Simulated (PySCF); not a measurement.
Species: C₃H₁₀N₂OSi₃.
Atom-mapped SMILES: `[CH2:1]=[N:2][SiH2:3][O:4][Si@H:5]1[CH:6]=[CH:7][SiH2:8][NH:9]1`

Structure used (GFN2-xTB), in Å, numbered top down from 1:
```
atom  x, y, z in Å
C1     1.5679   -1.8303   -0.4277
N2     2.2914   -1.1390   -1.1728
Si3    2.1386    0.5000   -1.6941
O4     0.8391    1.3135   -1.1511
Si5   -0.5116    1.4535   -0.2673
C6    -1.8193    0.1441   -0.6142
C7    -2.1953   -0.5892    0.4318
Si8   -1.3286   -0.1910    2.0551
N9    -0.2821    1.0193    1.3951
H10    0.6494   -1.4708    0.0503
H11    1.8463   -2.8619   -0.2212
H12    1.9950    0.4412   -3.1423
H13    3.3072    1.1919   -1.1672
H14   -0.8961    2.8481   -0.4652
H15   -2.2553   -0.0055   -1.5944
H16   -2.9451   -1.3655    0.3401
H17   -0.5590   -1.3180    2.6015
H18   -2.2351    0.3654    3.0658
H19    0.3830    1.5034    1.9705
```

Definitions: NICS(0) = −σiso at the ring centroid; NICS(1) = −σiso and NICS(1)zz = −σzz at ±1 Å along the ring normal z. Level: GIAO PBE0/pcSseg-1 (PySCF, non-relativistic, gas phase) on the GFN2-xTB geometry, one conformer.

Ring bond lengths (Å), with Mayer bond orders in brackets: Si5–C6 1.883 (0.85), C6–C7 1.332 (1.92), C7–Si8 1.883 (0.89), Si8–N9 1.731 (0.96), N9–Si5 1.733 (0.94).

Q: What do the NICS probes read (ppm)?

A: 
| ring | type | NICS(0) | NICS(1), two faces | NICS(1)zz, two faces | rms pucker (Å) | centre to ring atoms, mean (Å) |
| --- | --- | --- | --- | --- | --- | --- |
| Si5–C6–C7–Si8–N9 | 5-membered ring with N and 2 Si; formal bonds 1 double, 4 single | -3.6 | -3.4 / -2.9 | -2.8 / -2.7 | 0.03 | 1.45 |

Q: What can be read from them?

A: 
- Si5–C6–C7–Si8–N9: mean NICS(1)zz -2.8 ppm, near zero. Si5, Si8 have four or more neighbours, so the value isn't read as a sign of a π ring current.

Q: At the second NICS(1) probe listed for ring Si5–C6–C7–Si8–N9, 1 Å off the ring, what do the in-plane components average?

A: The isotropic value is a third of the trace: (3 × -2.9 − (-2.7))/2 = -3.0 ppm.

Q: List the ring angles and the Hirshfeld charges of the ring atoms.

A: 
- Si5–C6–C7–Si8–N9: Si5 95.4° (+0.437 e), C6 115.7° (-0.132 e), C7 115.5° (-0.127 e), Si8 95.6° (+0.367 e), N9 117.4° (-0.334 e); sum 539.7° against 540° for a flat convex ring.

Q: How shielded are the nuclei of the rings and their hydrogens (means over atoms taken as equivalent)?

A: 
```csv
atoms,environment,σ isotropic (ppm)
Si5,oxygen-bound silicon,378.7
C6,alkene CH carbon,26.3
C7,alkene CH carbon,30.4
Si8,SiH2 silicon,386.3
N9,nitrogen bridging silicon atoms,239.6
H14,Si–H hydrogen,26.36
H15,vinylic hydrogen,24.26
H16,vinylic hydrogen,24.25
H17,Si–H hydrogen,26.43
H18,Si–H hydrogen,26.57
H19,N–H hydrogen,31.28
```

The run took 94 s on one thread of an Arm Neoverse N1, shared host with 64 logical CPUs at a one-minute load of 63, and the process peaked at 0.97 GiB of memory. This is the whole shielding run at PBE0/pcSseg-1, SCF included.
